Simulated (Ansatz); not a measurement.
Cartesian coordinates in Å:
```
C 0.406 2.704 -0.116
C 0.199 1.412 -0.068
C 0.015 0.149 -0.009
N -0.164 -1.044 0.042
Al -0.416 -2.787 0.121
H 1.260 3.172 0.374
H -0.265 3.378 -0.648
H -1.276 -3.329 1.325
H 0.240 -3.654 -1.021
```

Total charge 0; spin multiplicity 1.

**Question.** List the CAM-B3LYP/def2-TZVPP orbital energies in eV (the Gaussian-basis code of Ansatz). (Best estimate.)

**Answer.** The calculation gave: Occupied: -1526.55, -391.70, -280.85, -279.82, -278.97, -114.59, -75.33, -75.17, -75.11, -27.18, -23.59, -20.66, -16.50, -15.30, -14.31, -12.70, -12.32, -11.99, -10.25, -9.18, -7.26. Lowest empty: -1.08, -0.34, 1.55, 2.02, 2.66, 3.02, 3.36, 3.66.
